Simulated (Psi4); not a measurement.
CH6FNSi (SMILES C[SiH](N)F), singlet, at a GFN2-xTB geometry.

Here is a job for Psi4.
```
memory 2 GB

molecule {
0 1
Si   -0.14455069   -0.30873114   -0.17759945
C     1.44407506    0.39318333   -0.91772686
N    -1.26817076    0.97226702    0.02594522
F     0.12125852   -0.81327642    1.33234470
H    -0.60496721   -1.52175803   -0.85019225
H     1.29957394    0.71300355   -1.94486486
H     1.79651479    1.24991237   -0.35065422
H     2.23420189   -0.35149651   -0.91600640
H    -1.52337383    1.55104041   -0.75534691
H    -2.05682175    0.83605275    0.63709939
}

set {
  basis sto-3g
  freeze_core true
}

energy('mp2')
print_variables()
```

Question: Predict the nuclear repulsion energy from MP2/STO-3G in Psi4.

Answer: 181.4651 Eh

Question: Estimate the total energy that MP2/STO-3G returns for this input.

Answer: -478.4725 Eh

Question: Estimate the MP2 correlation energy that MP2/STO-3G returns for this input.

Answer: -0.1436 Eh

Question: Predict the number of basis functions from MP2/STO-3G.

Answer: 30
